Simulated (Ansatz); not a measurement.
def2 core potentials replace the inner electrons of Te.

Cartesian coordinates (Å):
```xyz
3

O     -0.4620     0.4592     0.0063
Te     1.4597    -0.1096     0.0000
H     -0.9977    -0.3496    -0.0063
```
Charge 0, spin multiplicity 2.

Computed with Ansatz (an electronic-structure program) with frozen-core CCSD(T)/def2-TZVPP // B3LYP-D3(BJ)/def2-SVP.

```
Quantity                        Value
----------------------  -------------
HF energy               -342.46244 Ha
MP2 correlation energy    -0.68370 Ha
```

Question: Estimate the CCSD correlation energy, the (T) correction, the total energy and the T1 diagnostic.

Answer: 
```
Property                         Value
-----------------------  -------------
CCSD correlation energy    -0.66593 Ha
(T) correction             -0.01919 Ha
CCSD(T) total energy     -343.14756 Ha
T1 diagnostic                    0.018
```
